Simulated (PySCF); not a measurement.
A species of formula C6H6ClOP has this rotational fingerprint, computed with B3LYP/def2-SVPD in PySCF (dipole) on a GFN2-xTB geometry, gas phase:

```
Rotational constants : A = 2326, B = 751.9, C = 570.3 MHz
Dipole components    : |μa| = 1.46 D, |μb| = 0.35 D, |μc| = 0.00 D
Inertial defect      : -3.20 u·Å²
κ                    : -0.79
```

Task: Which structure is it? (One computed conformer of each.)
A. `[Cl:1][c:2]1[p:3][cH:4][o:5][c:6]1[CH:7]1[CH2:8][CH2:9]1` with O5–C6–C7–C8 35°
B. `[CH3:1][O:2][c:3]1[cH:4][c:5]([Cl:6])[cH:7][cH:8][p:9]1` with C1–O2–C3–C4 180°

Result: B. It is COc1cc(Cl)ccp1, an asymmetric top, point group Cs. The candidates at the same level (rigid rotor, commonest isotopes):

```tsv
SMILES	A (MHz)	B (MHz)	C (MHz)	μa (D)	μb (D)	μc (D)	Δ (u·Å²)	point group	rotor
COc1cc(Cl)ccp1	2326	751.9	570.3	1.46	0.35	0.00	-3.20	Cs	asymmetric top
Clc1pcoc1C1CC1	1702	1011	667.1	2.20	0.77	0.00	-39.46	Cs	asymmetric top
```

`Clc1pcoc1C1CC1` has B 34 % too high. In the right answer the mirror of this Cs structure is the ab plane, so μc vanishes by symmetry. No structure here is proved a minimum.
